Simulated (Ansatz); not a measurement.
Consider the isomerisation: `O[SiH]1CCC1` → `CC1(O)C[SiH2]1`.

Isolated molecules relaxed with PBE0-D4/def2-TZVP in Ansatz; ΔE leaves out vibrations. CCSD(T)/CBS adds triple-zeta CCSD(T) − MP2 to the extrapolated MP2 energy (def2 sets, frozen cores). DFT in def2-TZVPP. B3LYP here is the variant with VWN-RPA as its local correlation; programs differ in this. One conformer a species, not always the lowest.

Q: Is it downhill or uphill in electronic energy at CCSD(T)/CBS, and by how much? (An estimate is asked.)

A: Ansatz gave: Uphill: ΔE = +244.0 kJ/mol.

Q: What do these levels give: PBE-D4, PBE0-D4, ωB97X-V, ωB97M-V, B2PLYP, PBE, r2SCAN, B3LYP, HF/def2-TZVPP, CCSD(T)/def2-TZVPP, MP2/def2-QZVPP, HF/CBS(def2)? (Estimate.)

A: The calculation gave: PBE-D4 220.3, PBE0-D4 234.1, ωB97X-V 239.6, ωB97M-V 242.3, B2PLYP 241.2, PBE 220.5, r2SCAN 233.3, B3LYP 233.9, HF/def2-TZVPP 258.7, CCSD(T)/def2-TZVPP 241.6, MP2/def2-QZVPP 252.0, HF/CBS(def2) 259.4 kJ/mol.

Largest T1 diagnostic among the species: 0.012.

From PBE to PBE0 (25 % exact exchange), in def2-TZVPP and without D4, ΔE moves by +13.9 kJ/mol. In def2-TZVPP, CCSD(T) changes the Hartree–Fock value by −17.1 kJ/mol (the triples alone add −4.7 kJ/mol) and MP2 by −8.3 kJ/mol.
